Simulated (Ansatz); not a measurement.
Process, species as SMILES: F[Si](F)(F)[Si](F)(F)F + 7 [H][H] (H2) → 6 F (HF) + 2 [SiH4] (SiH4)
Geometries: B3LYP-D3(BJ)/def2-TZVP minima from Ansatz (a quantum-chemistry and plane-wave program), one conformer each, not searched for the lowest.

Property: energy of full hydrogenation (electronic energy difference), in kJ/mol. Valence correlation only, unless marked. No spin-orbit coupling. No relativistic terms. Basis-set limits of correlation are two-point, X^-3; Hartree-Fock from the larger set.

Level to compare with: CCSD(T)/CBS(cc-pV(T+d)Z,cc-pV(Q+d)Z) (Ansatz), 718.3 kJ/mol. It is a level with limits of its own, and the differences hold the functionals' basis error too.

Question: Rank these functionals by how close they come to CCSD(T)/CBS(cc-pV(T+d)Z,cc-pV(Q+d)Z), closest first: wB97X/def2-TZVPD (Ansatz); PBE0/def2-TZVPD (Ansatz); r2SCAN0/def2-TZVPD (Ansatz).

Answer: r2SCAN0/def2-TZVPD (hybrid meta-GGA, 716.6 kJ/mol, difference -1.7), wB97X/def2-TZVPD (range-separated hybrid, 675.5 kJ/mol, difference -42.8), PBE0/def2-TZVPD (global hybrid, 645.4 kJ/mol, difference -72.9)
